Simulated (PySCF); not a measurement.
Computed shifts of a molecule C₄H₅NSi, PBE/pcSseg-1 (PySCF), GIAO, gas phase, atoms alike by connectivity averaged where their shifts nearly agree, in ppm (number of nuclei): ¹⁵N: 328.7 (1). ¹³C: 177.8 (1), 126.1 (1), 120.6 (1), 21.0 (1). ²⁹Si: -21.9 (1). ¹H: 7.81 (1), 5.66 (2), 2.31 (2). References: ¹⁵N against NH3 (σ = 267.0 ppm); ¹³C against TMS (σ = 182.0 ppm); ²⁹Si against TMS (σ = 335.4 ppm); ¹H against TMS (σ = 31.49 ppm), references at their B3LYP-D3(BJ)/def2-TZVP geometries, non-relativistic. Coordinates come from a B3LYP-D3(BJ)/def2-SVP optimisation. The values are those of a single conformer.

Question: Which structure fits?
A. C#C[C@H]1N=C[SiH2]1
B. N#CC1=CC[SiH2]1
C. C#CC1=NC[SiH2]1
D. C=C=C([SiH3])C#N

Answer: B, N#CC1=CC[SiH2]1
